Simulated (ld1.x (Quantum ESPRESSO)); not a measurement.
## Pseudopotential generation for phosphorus (P): ultrasoft, PBE, scalar-relativistic.

The input file (ld1.x (Quantum ESPRESSO) 7.5):

```
&input
   title='P', zed=15., rel=1, dft='PBE', iswitch=3,
   config='[Ne] 3s2 3p3',
   nld=2, rlderiv=2.05, eminld=-3.0, emaxld=5.0, deld=0.02
 /
 &inputp
   pseudotype=3, tm=.true., lloc=-1, rcloc=1.35,
   nlcc=.false.,
   which_augfun='PSQ', rmatch_augfun_nc=.true.,
   file_pseudopw='P.UPF', file_wfcaegen='ae.wfc', file_wfcncgen='nc.wfc', file_beta='beta', file_chi='chi', file_wfcusgen='us.wfc'
 /
4
3S  1  0   2.00   0.00  1.15  1.40  0.0
3S  1  0   0.00   4.10  1.15  1.40  0.0
3P  2  1   3.00   0.00  1.35  1.90  0.0
3P  2  1   0.00   0.10  1.35  1.90  0.0
 &test
   configts(1)='3s2 3p3'
 /
```

Command:

```bash
ld1.x < P.in > P.out
```

Output (shortened: banner, matrices, multipoles, cross overlaps and the repeated all-electron block are left out):

```
Program LD1 v.7.5
     --------------------------- All-electron run ----------------------------

     P
     scalar relativistic calculation

     atomic number is 15.00
     dft =PBE   lsd =0 sic =0 latt =0  beta=0.20 tr2=1.0E-14
     Exchange-correlation= PBE
                           (   1   4   3   4   0   0   0)
     mesh =1147 r(mesh) = 101.18493 a.u. xmin = -7.00 dx = 0.01250
     1 Ry =  13.60569312 eV, c = 137.03599908

     n l     nl                  e(Ry)          e(Ha)          e(eV)
     1 0     1S 1( 2.00)      -153.1838       -76.5919     -2084.1715
     2 0     2S 1( 2.00)       -12.7881        -6.3941      -173.9915
     2 1     2P 1( 6.00)        -9.1501        -4.5751      -124.4937
     3 0     3S 1( 2.00)        -1.0267        -0.5134       -13.9693
     3 1     3P 1( 3.00)        -0.4047        -0.2024        -5.5068

     final scf error:  4.6E-15 reached in  24 iterations

     Etot =    -683.805637 Ry,    -341.902819 Ha,   -9303.649657 eV

     Ekin =     685.944791 Ry,     342.972395 Ha,    9332.754319 eV
     Encl =   -1630.856241 Ry,    -815.428120 Ha,  -22188.929540 eV
     Eh   =     307.091979 Ry,     153.545990 Ha,    4178.199232 eV
     Exc  =     -45.986166 Ry,     -22.993083 Ha,    -625.673668 eV

     normalization and overlap integrals

     s(1S/1S) =  1.000000  <r> =   0.1036  <r2> =    0.0144  r(max) =   0.0675
     s(2S/2S) =  1.000000  <r> =   0.5197  <r2> =    0.3221  r(max) =   0.4187
     s(2P/2P) =  1.000000  <r> =   0.4853  <r2> =    0.2957  r(max) =   0.3559
     s(3S/3S) =  1.000000  <r> =   1.8959  <r2> =    4.1855  r(max) =   1.5753
     s(3P/3P) =  1.000000  <r> =   2.3728  <r2> =    6.7870  r(max) =   1.8302

     ------------------------ End of All-electron run ------------------------

     --------------------- Generating US pseudopotential ---------------------

      Generating local potential from pseudized AE potential:
      Matching radius rcloc =   1.3500

      Local pseudo, rcloc= 1.339 Estimated cut-off energy=    13.30 Ry
      Wfc-us  3S rcutus= 1.408  Estimated cut-off energy=    21.54 Ry
      Wfc-us  3S rcutus= 1.408  Estimated cut-off energy=    30.83 Ry
      Wfc-us  3P rcutus= 1.900  Estimated cut-off energy=    20.84 Ry
      Wfc-us  3P rcutus= 1.900  Estimated cut-off energy=    21.84 Ry

     Q pseudized with Bessel functions
     Expected ecutrho=     149.5579 due to l1=  0   l2=  1

     ------------------- End of pseudopotential generation -------------------

     Computing logarithmic derivative in   2.06106
     Computing logarithmic derivative in   2.06106
     Computing the partial wave expansion
     R is outside the sphere for l=    0 j= 0.00
     R is outside the sphere for l=    0 j= 0.00
     R is outside the sphere for l=    1 j= 0.00
     R is outside the sphere for l=    1 j= 0.00

     ---------------------- Testing the pseudopotential ----------------------

     P
     scalar relativistic calculation

     atomic number is 15.00   valence charge is  5.00
     dft =PBE   lsd =0 sic =0 latt =0  beta=0.20 tr2=1.0E-14
     mesh =1147 r(mesh) = 101.18493 xmin = -7.00 dx = 0.01250

     n l     nl             e AE (Ry)        e PS (Ry)    De AE-PS (Ry)
     1 0     3S   1( 2.00)       -1.02672       -1.02673        0.00001
     2 1     3P   1( 3.00)       -0.40475       -0.40475        0.00000

     eps = 1.5E-16  iter =  4

     Etot =    -683.805637 Ry,    -341.902819 Ha,   -9303.649657 eV
     Etotps =   -12.820196 Ry,      -6.410098 Ha,    -174.427658 eV

     Ekin =       4.858216 Ry,       2.429108 Ha,      66.099391 eV
     Encl =     -27.458587 Ry,     -13.729293 Ha,    -373.593107 eV
     Ehrt =      10.418421 Ry,       5.209210 Ha,     141.749833 eV
     Ecxc =      -2.990286 Ry,      -1.495143 Ha,     -40.684920 eV
     Epseu=       2.352041 Ry,       1.176020 Ha,      32.001146 eV

     ---------------------- End of pseudopotential test ----------------------
```

Generation and configuration tests took about 2.3 s on one core of a shared server CPU.
